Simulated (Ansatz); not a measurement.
Relaxation of ClH5O4Ti (11 atoms, charge 0, multiplicity 1), to a largest force component of 0.03 eV/Å in at most 50 steps.

Method: Ansatz, RKS PBE-D4/def2-SVP.

```xyz
11
Properties=species:S:1:pos:R:3
Ti -0.163 -0.054 0.064
Cl -0.420 -0.227 2.385
O 1.580 -0.082 -0.440
H 2.017 -0.905 -0.728
O -1.039 1.298 -0.705
H -1.934 1.240 -1.088
O -0.913 -1.565 -0.477
H -1.318 -2.311 -0.001
O 1.582 2.195 1.311
H 2.119 1.567 0.784
H 1.327 1.634 2.088
```

Q: Where does it end, and by what steps?

A: The run converged. After 9 steps the energy has fallen by 0.333 eV; O9 moved furthest, 0.56 Å. Joined: Ti1–O9 (3.11 → 2.29 Å).

```
step  energy less start (eV)  largest force component (eV/Å)  accepted
   0                  0.0000                           1.003       yes
   1                 -0.0947                           1.231       yes
   2                 -0.2036                           1.162       yes
   3                 -0.2867                           0.662       yes
   4                 -0.3082                           0.257       yes
   5                 -0.3242                           0.101       yes
   6                 -0.3303                           0.195       yes
   7                 -0.3226                           0.457        no
   8                 -0.3328                           0.047       yes
   9                 -0.3331                           0.024       yes
```

```xyz
11
Properties=species:S:1:pos:R:3
Ti -0.015 0.132 0.191
Cl -0.434 -0.212 2.446
O 1.689 -0.117 -0.458
H 1.857 -0.891 -1.025
O -0.947 1.395 -0.690
H -1.772 1.170 -1.158
O -0.814 -1.380 -0.323
H -1.150 -2.151 0.163
O 1.205 1.819 1.141
H 2.076 1.492 0.827
H 1.141 1.534 2.079
```

Whether the end is a true minimum wasn't checked by a vibrational analysis.

Run time: 18 s on 4 threads of Arm Neoverse V2, with other jobs on the host, peak memory 0.21 GiB.
